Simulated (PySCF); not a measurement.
Compound: C2H4BF2 (doublet state).
Geometry (PBE0-D3(BJ)/def2-SVP, Å), atoms numbered from 1 in this order:
```
atom  x, y, z in Å
C1    -1.1822   -0.1133   -0.1268
C2     0.1990   -0.4410    0.2963
B3     1.4198    0.4262   -0.0192
F4     1.3044    1.5616   -0.6968
F5     2.6400    0.0838    0.3675
H6    -1.5599   -0.8612   -0.8496
H7    -1.2507    0.8760   -0.6003
H8    -1.8856   -0.1463    0.7240
H9     0.3423   -1.3737    0.8545
```

The hyperfine couplings belong to this conformer and change with its torsions.

Identity: `C[CH]B(F)F` [radical].

Level of theory: UKS B3LYP, IGLO-III on B C F, pcH-1 on H, non-relativistic, mean-field spin-orbit, GIAO in PySCF. Geometry: PBE0-D3(BJ)/def2-SVP, one conformer, isolated molecule. No stability test was run, so a lower SCF solution isn't excluded.

Question: Give the principal g shifts and their parts.

Answer: 
| Δg (ppm) | 1 | 2 | 3 |
| --- | --- | --- | --- |
| relativistic mass correction | -142 | -142 | -142 |
| gauge correction | 1 | 33 | 35 |
| orbital Zeeman/spin–orbit | -11 | 781 | 1373 |
| total | -152 | 672 | 1266 |

So g = 2.00217, 2.00299, 2.00359 and g_iso = 2.00291; the tensor is rhombic: the two nearest values differ by 42 % of g3 − g1. Axes: g3 points within 8° of the C2–B3 bond.

Question: How much does each term add to the isotropic shift?

Answer: The orbital-Zeeman/spin–orbit term 714, the mass correction -142 and the gauge correction 23 ppm, for a total of 595 ppm. The orbital-Zeeman/spin–orbit term is the largest in size. The mass correction is the same along every axis, so the anisotropy comes from the other two: their spans along these axes are 34 (gauge) and 1384 ppm (orbital Zeeman/spin–orbit).

Question: What are the electron Larmor frequencies g μB B/h along the three axes at 330 mT?

Answer: 9.2475, 9.2513, 9.2541 GHz for g1, g2 and g3, a range of 6.5 MHz.

Question: At 33.968 GHz, how far is the centre of the isotropic spectrum from where a free electron (g = 2.002319) resonates?

Answer: B = hν/(g μB) with μB/h = 13.99624 MHz/mT gives 1212.06 mT for the free electron and 1211.70 mT at g_iso, 0.36 mT lower.

Question: In a frozen sample, at which fields do the three g values resonate at 9.5, 34, 94 and 263 GHz (hyperfine left aside), and which band first spreads them over more than twice a line width of 0.5 mT?

Answer: 
```json
{"band": "X", "GHz": "9.5", "B(g3) mT": "338.77", "B(g2) mT": "338.87", "B(g1) mT": "339.01", "spread mT": "0.24"}
{"band": "Q", "GHz": "34.0", "B(g3) mT": "1212.44", "B(g2) mT": "1212.80", "B(g1) mT": "1213.30", "spread mT": "0.86"}
{"band": "W", "GHz": "94.0", "B(g3) mT": "3352.03", "B(g2) mT": "3353.03", "B(g1) mT": "3354.41", "spread mT": "2.37"}
{"band": "J", "GHz": "263.0", "B(g3) mT": "9378.57", "B(g2) mT": "9381.35", "B(g1) mT": "9385.21", "spread mT": "6.64"}
```

The spread grows in proportion to the frequency. W band is the first where it exceeds 1.0 mT.

Largest spin populations (Mulliken): C2 (+0.90), B3 (+0.09) and C1 (-0.08). C2 is the only atom above +0.15. The positive populations add up to 1.12 and the negative ones to -0.12, together 2S = 1. The angles at C2 add up to 360.0°, so it is planar; its axial dipolar tensor and the negative coupling of its proton fit spin in a p orbital normal to that plane.

The HOMO–LUMO gaps are 7.23 eV among the α and 6.34 eV among the β orbitals.
